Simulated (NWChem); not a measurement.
# BHOClF; SMILES ClB(O)F

```xyz
5

B      0.0198    -0.4210     0.0000
F     -1.1253    -1.0911     0.0000
Cl    -0.0253     1.3311     0.0000
O      1.1993    -1.0571     0.0000
H      1.1046    -2.0168     0.0000
```
Atoms are numbered in this order, from 1.

Computed with NWChem. Pople sets run with spherical d functions. The geometry was optimised at PBE0/def2-SVP. Vzz is the largest principal value of the second derivative of the potential at the nucleus (NWChem prints the opposite sign); η is the asymmetry. Non-relativistic.

For level PBE/6-31G*:

- Vzz B1 (a.u.): 0.206
- Vzz O4 (a.u.): 1.253

Question: What are these values for level B3LYP/6-31G*?

Answer: The vzz B1 (a.u.) comes out as 0.238 and the vzz O4 (a.u.) is 1.291.
